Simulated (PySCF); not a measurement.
Ga(CH₃)₃, optimised at PBE/def2-SVP:

```xyz
13

C     -0.3630     1.9467     0.2551
Ga    -0.0099    -0.0034     0.0760
C      1.8566    -0.6883     0.1571
C     -1.5234    -1.2686    -0.1852
H      0.5555     2.5461     0.4093
H     -1.0517     2.1342     1.1062
H     -0.8783     2.3243    -0.6538
H      2.4844    -0.1850    -0.6085
H      1.9286    -1.7832     0.0058
H      2.3069    -0.4422     1.1426
H     -1.4062    -1.8046    -1.1513
H     -1.5147    -2.0464     0.6077
H     -2.5143    -0.7736    -0.1799
```

Energies from PySCF, thermal terms from the rigid-rotor harmonic-oscillator model, ideal gas at 1 bar. 6-31G* has spherical d functions here. All species are closed-shell singlets. B3LYP is the form with VWN-RPA correlation. Ga: all electrons, no relativistic terms.

Task: List the harmonic frequencies (cm⁻¹, unscaled, methyl torsions left out) at this level and at the other levels, each on its own geometry.

Result: 
- PBE/def2-SVP: 145, 145, 149, 501, 556, 556, 582, 582, 629, 710, 740, 740, 1162, 1162, 1166, 1375, 1375, 1378, 1380, 1380, 1383, 2965, 2966, 2967, 3053, 3053, 3054, 3082, 3082, 3082
- B3LYP/6-31G*: 150, 150, 154, 503, 561, 561, 631, 632, 670, 764, 788, 789, 1265, 1265, 1273, 1492, 1492, 1493, 1494, 1495, 1497, 3037, 3037, 3039, 3103, 3103, 3104, 3131, 3131, 3131
- HF/6-31G*: 162, 162, 165, 537, 589, 589, 676, 676, 712, 810, 840, 840, 1391, 1391, 1399, 1606, 1606, 1607, 1610, 1610, 1611, 3176, 3176, 3179, 3234, 3234, 3235, 3262, 3263, 3263
- PBE0/def2-TZVP: 150, 150, 156, 524, 577, 577, 609, 609, 653, 735, 766, 766, 1219, 1219, 1223, 1445, 1445, 1447, 1450, 1450, 1452, 3041, 3041, 3043, 3114, 3114, 3115, 3142, 3142, 3143
